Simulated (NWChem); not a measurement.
System: TaNH2F4; SMILES [NH2][Ta]([F])([F])([F])[F]

```xyz
8

Ta     0.0000     0.0000    -0.0416
F      0.0000     1.8824     0.0724
F      0.0000    -1.8824     0.0724
F     -1.6543     0.0000    -0.9196
F      1.6543     0.0000    -0.9196
N      0.0000     0.0000     1.9069
H      0.0000     0.8464     2.4697
H      0.0000    -0.8464     2.4697
```
Atoms are numbered in this order, from 1.

Results from NWChem. All runs use the structure optimised with PBE0/def2-SVP. No frequency run checked for a minimum. def2 effective core potentials on Ta; no spin-orbit coupling. Level PBE/def2-SVP: single points from the atomic guess with DIIS by default; each run changes one setting, and all converged runs end within 0.3 mHa of each other. NWChem's automatic level shift, which a small gap switches on, acted in some of these runs.

```
setting                           SCF iterations
--------------------------------  --------------
defaults                                      11
DIIS on 3 Fock matrices                       11
occupation smearing of 0.005 Ha               11
core-Hamiltonian guess                        18
level shift of 0.5 Ha throughout              16
70 % damping for 30 cycles                    33
```
